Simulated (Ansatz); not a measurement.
A short molecular-dynamics run on the cluster Li3S⁺ (the lowest singlet isomer of a short search).

```yaml
crystal:
  periodic: [false, false, false]
  atoms:
    - {symbol: Li, position_ang: [-0.217346, -2.121801, 0.352783]}
    - {symbol: Li, position_ang: [1.946374, 0.827852, -0.446326]}
    - {symbol: Li, position_ang: [-1.729116, 1.294005, 0.092903]}
    - {symbol: S, position_ang: [0.000088, -0.000056, 0.000650]}
basis:
  gaussian: {orbitals: "6-31G*"}
total_charge: 1
hamiltonian: {xc: {name: BLYP}, dispersion: d3bj}
md: {timestep: 2 fs, n_steps: 20, ensemble: nvt_nose_hoover, temperature: 1500, initial_velocities: maxwell_boltzmann, seed: 394}
scf: {omitted_lower_state_checks: [starts]}
```

```sh
$ ansatz run in.yaml --threads 2 --pin off --events-out ev --progress --plain --max-ram 4352MiB
```

```
step  time (fs)  potential energy (eV)  kinetic (eV)  T (K)  conserved (eV)
   0        0.0            -11447.0553        0.3878   1500     -11446.6675
   1        2.0            -11447.0635        0.3962   1533     -11446.6673
   2        4.0            -11447.0485        0.3816   1476     -11446.6669
   3        6.0            -11447.0156        0.3491   1350     -11446.6665
   4        8.0            -11446.9706        0.3046   1178     -11446.6661
   5       10.0            -11446.9196        0.2539    982     -11446.6657
   6       12.0            -11446.8675        0.2023    782     -11446.6654
   7       14.0            -11446.8187        0.1538    595     -11446.6652
   8       16.0            -11446.7764        0.1119    433     -11446.6651
   9       18.0            -11446.7431        0.0789    305     -11446.6650
  10       20.0            -11446.7207        0.0567    219     -11446.6649
  11       22.0            -11446.7102        0.0464    180     -11446.6649
  12       24.0            -11446.7122        0.0487    188     -11446.6649
  13       26.0            -11446.7268        0.0634    245     -11446.6649
  14       28.0            -11446.7531        0.0901    349     -11446.6650
  15       30.0            -11446.7900        0.1275    493     -11446.6651
  16       32.0            -11446.8351        0.1734    671     -11446.6653
  17       34.0            -11446.8854        0.2249    870     -11446.6656
  18       36.0            -11446.9366        0.2776   1074     -11446.6660
  19       38.0            -11446.9835        0.3265   1263     -11446.6664
  20       40.0            -11447.0200        0.3653   1413     -11446.6668
```

Velocities are drawn at the set temperature; a run this short doesn't reach equilibrium.

The 6-31G sets use Cartesian d functions.

Frames (Å, forces in eV/Å):

```xyz
4
time=0.0 fs
Li   -0.217   -2.122    0.353   -0.023   -0.225    0.037
Li    1.946    0.828   -0.446    0.206    0.088   -0.047
Li   -1.729    1.294    0.093   -0.183    0.137    0.010
S     0.000    0.000    0.001    0.000    0.000    0.000
4
time=2.0 fs
Li   -0.222   -2.167    0.349    0.005    0.058   -0.008
Li    1.977    0.847   -0.465   -0.039   -0.020    0.011
Li   -1.734    1.304    0.081   -0.156    0.113    0.009
S    -0.005    0.003    0.008    0.189   -0.152   -0.013
4
time=4.0 fs
Li   -0.227   -2.212    0.346    0.028    0.298   -0.042
Li    2.008    0.866   -0.484   -0.246   -0.111    0.065
Li   -1.739    1.314    0.070   -0.121    0.083    0.008
S    -0.009    0.007    0.015    0.339   -0.270   -0.031
4
time=6.0 fs
Li   -0.231   -2.255    0.342    0.045    0.492   -0.066
Li    2.038    0.884   -0.503   -0.415   -0.185    0.111
Li   -1.745    1.325    0.058   -0.080    0.048    0.007
S    -0.013    0.010    0.023    0.450   -0.355   -0.053
4
time=8.0 fs
Li   -0.235   -2.296    0.338    0.058    0.648   -0.082
Li    2.065    0.901   -0.521   -0.550   -0.245    0.152
Li   -1.752    1.336    0.046   -0.034    0.009    0.007
S    -0.017    0.013    0.030    0.526   -0.411   -0.077
4
time=10.0 fs
Li   -0.239   -2.332    0.333    0.068    0.769   -0.093
Li    2.089    0.917   -0.538   -0.656   -0.293    0.185
Li   -1.759    1.348    0.035    0.015   -0.032    0.008
S    -0.020    0.015    0.037    0.573   -0.444   -0.101
4
time=12.0 fs
Li   -0.243   -2.365    0.328    0.075    0.862   -0.099
Li    2.110    0.931   -0.554   -0.736   -0.330    0.214
Li   -1.765    1.359    0.023    0.065   -0.074    0.010
S    -0.022    0.016    0.044    0.596   -0.457   -0.125
4
time=14.0 fs
Li   -0.246   -2.393    0.323    0.080    0.931   -0.101
Li    2.126    0.943   -0.569   -0.794   -0.359    0.237
Li   -1.772    1.369    0.012    0.114   -0.116    0.013
S    -0.023    0.017    0.051    0.601   -0.457   -0.149
4
time=16.0 fs
Li   -0.248   -2.415    0.316    0.084    0.980   -0.100
Li    2.138    0.954   -0.582   -0.835   -0.380    0.256
Li   -1.778    1.379    0.001    0.159   -0.155    0.016
S    -0.024    0.018    0.058    0.592   -0.445   -0.172
4
time=18.0 fs
Li   -0.251   -2.433    0.310    0.087    1.014   -0.098
Li    2.146    0.962   -0.594   -0.862   -0.395    0.271
Li   -1.782    1.389   -0.011    0.201   -0.192    0.020
S    -0.024    0.018    0.064    0.574   -0.427   -0.193
4
time=20.0 fs
Li   -0.252   -2.444    0.302    0.089    1.034   -0.094
Li    2.148    0.968   -0.605   -0.875   -0.406    0.282
Li   -1.786    1.397   -0.022    0.238   -0.224    0.025
S    -0.024    0.017    0.071    0.549   -0.404   -0.214
4
time=22.0 fs
Li   -0.253   -2.450    0.295    0.090    1.042   -0.089
Li    2.146    0.972   -0.614   -0.877   -0.412    0.291
Li   -1.789    1.404   -0.033    0.268   -0.252    0.031
S    -0.022    0.016    0.077    0.520   -0.379   -0.232
4
time=24.0 fs
Li   -0.254   -2.450    0.286    0.091    1.039   -0.082
Li    2.139    0.973   -0.622   -0.868   -0.413    0.295
Li   -1.789    1.409   -0.044    0.291   -0.274    0.036
S    -0.021    0.015    0.083    0.487   -0.352   -0.249
4
time=26.0 fs
Li   -0.254   -2.444    0.277    0.091    1.024   -0.075
Li    2.127    0.973   -0.628   -0.848   -0.410    0.297
Li   -1.789    1.413   -0.054    0.307   -0.291    0.042
S    -0.018    0.013    0.088    0.450   -0.323   -0.263
4
time=28.0 fs
Li   -0.254   -2.433    0.268    0.090    0.996   -0.067
Li    2.110    0.970   -0.632   -0.815   -0.402    0.294
Li   -1.786    1.416   -0.065    0.316   -0.301    0.047
S    -0.015    0.010    0.093    0.410   -0.293   -0.274
4
time=30.0 fs
Li   -0.253   -2.416    0.258    0.088    0.953   -0.058
Li    2.089    0.964   -0.634   -0.768   -0.387    0.286
Li   -1.782    1.416   -0.075    0.316   -0.306    0.053
S    -0.011    0.008    0.098    0.364   -0.260   -0.281
4
time=32.0 fs
Li   -0.252   -2.394    0.248    0.084    0.892   -0.048
Li    2.063    0.957   -0.635   -0.704   -0.365    0.272
Li   -1.776    1.415   -0.085    0.309   -0.304    0.057
S    -0.007    0.005    0.103    0.310   -0.223   -0.281
4
time=34.0 fs
Li   -0.250   -2.366    0.238    0.078    0.807   -0.037
Li    2.033    0.947   -0.635   -0.620   -0.333    0.250
Li   -1.769    1.413   -0.095    0.294   -0.296    0.062
S    -0.003    0.001    0.107    0.247   -0.179   -0.275
4
time=36.0 fs
Li   -0.248   -2.334    0.227    0.069    0.696   -0.025
Li    2.000    0.936   -0.633   -0.511   -0.289    0.219
Li   -1.759    1.408   -0.104    0.272   -0.281    0.065
S     0.002   -0.002    0.111    0.171   -0.126   -0.259
4
time=38.0 fs
Li   -0.245   -2.298    0.217    0.055    0.551   -0.013
Li    1.964    0.923   -0.630   -0.375   -0.231    0.176
Li   -1.748    1.402   -0.113    0.241   -0.259    0.067
S     0.007   -0.006    0.115    0.079   -0.061   -0.231
4
time=40.0 fs
Li   -0.242   -2.259    0.206    0.037    0.368    0.001
Li    1.925    0.908   -0.626   -0.207   -0.156    0.119
Li   -1.736    1.395   -0.122    0.202   -0.232    0.068
S     0.012   -0.010    0.118   -0.032    0.019   -0.188
```

Run time 21 s (2 threads of Arm Neoverse V1 on a shared host).
